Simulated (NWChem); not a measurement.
## Total energies of FNa

SMILES: [F][Na]
```xyz
2

Na     0.0000     0.0000    -0.8497
F      0.0000     0.0000     1.0385
```
Charge 0, spin multiplicity 1.

All runs are NWChem calculations. The geometry was optimised at PBE0/def2-SVP, a minimum by its harmonic frequencies.

Basis set: cc-pVDZ (32 functions).

| method | total energy (Ha) |
|---|---|
| RHF | -261.32766 |
| MP2 | -261.53407 |
| B2PLYP | -261.98421 |
| PBE | -261.95913 |
| B3LYP | -262.18489 |
| BLYP | -262.16513 |
| CCSD(T) | -261.53699 |

Total energies of different functionals aren't comparable as a measure of quality: only differences taken within one method are. 

The correlated methods keep 2 core orbitals frozen. B3LYP has NWChem's definition, with VWN1-RPA local correlation. The structure started from a generated list of species. No row is a measurement; the coupled-cluster row has its own basis-set and correlation limits.
